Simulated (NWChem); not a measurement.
# C3H5Cl; SMILES C=C(C)Cl

Computed with NWChem. Structure relaxed at the PBE0/def2-SVP level. B3LYP is NWChem's, with the RPA form of VWN correlation. Vertical excitations in the gas phase; the lowest state need not have the same character in each row.

For level PBE/def2-SVPD, TDA:

| Property | Result |
|---|---|
| lowest excitation, singlet (eV) | 6.15 |
| lowest state with f > 0.02, singlet (eV) | 6.53 |
| orbital gap (eV) | 5.06 |

Question: Estimate the same quantities for level B3LYP/def2-SVPD, TDA.

Answer: The lowest excitation, singlet (eV) is 6.41, the lowest state with f > 0.02, singlet (eV) is 6.85 and the orbital gap (eV) comes out as 6.74.
